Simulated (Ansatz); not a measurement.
Two isomers of C2H6SSi: A = `C=C[SiH2]S`, B = `CC[Si]S`.

Program: Ansatz. Geometries: PBE0-D4/def2-TZVP. ΔE: electronic, gas phase. CBS: MP2 limit from def2 TZ/QZ plus the TZ coupled-cluster correction, frozen cores. This one scheme is used for every species. Functionals use def2-TZVPP. Each species was taken in one conformer, which may not be the lowest.

A:

```xyz
10

C    -0.942   -0.115    1.476
C     0.136   -0.452    0.772
Si    0.188   -0.309   -1.076
S     1.740    1.010   -1.736
H    -1.845    0.250    0.994
H    -0.974   -0.190    2.559
H     1.019   -0.806    1.301
H    -1.152    0.147   -1.532
H     0.539   -1.596   -1.728
H     1.291    2.061   -1.029
```

B:

Z-matrix (Å, degrees):
```
C
C 1 1.525
H 1 1.093 2 111.8
H 1 1.093 2 111.4 3 -120.3
H 1 1.093 2 111.4 3 120.3
Si 2 1.909 1 113.6 3 -179.6
H 2 1.098 1 110.9 3 -58.4
H 2 1.098 1 110.9 3 58.7
S 6 2.136 2 99.6 1 -179.3
H 9 1.348 6 100.8 2 0.1
```

Q: Which isomer does CCSD(T)/CBS put lower? Give the gap. (Estimate.)

A: Computed: A, by 39.1 kJ/mol.

Q: Give E(B) − E(A) in kJ/mol with HF/def2-TZVPP, CCSD(T)/def2-SVP, ωB97M-V, PBE0-D4, BLYP-D4, MP2/def2-TZVPP, r2SCAN-D4. (Best estimate.)

A: Computed: HF/def2-TZVPP 62.1, CCSD(T)/def2-SVP 26.6, ωB97M-V 29.4, PBE0-D4 27.3, BLYP-D4 32.0, MP2/def2-TZVPP 41.6, r2SCAN-D4 39.6. None reverses the order clearly.

Q: Does the order hold for the free energy at 298.15 K (harmonic terms from PBE0-D4)? (Best estimate.)

A: Computed: Yes: G(B) − G(A) = +51.6 kJ/mol, for one conformer each. Modes under 60 cm⁻¹, often nearly free rotors, make the harmonic entropy too high.

Largest T1 diagnostic: 0.013.

From BLYP to BHLYP (50 % exact exchange), in def2-TZVPP and without D4, E(B) − E(A) moves by +9.7 kJ/mol. In def2-TZVPP, CCSD(T) changes the Hartree–Fock value by −24.7 kJ/mol (the triples alone add −0.7 kJ/mol) and MP2 by −20.5 kJ/mol.
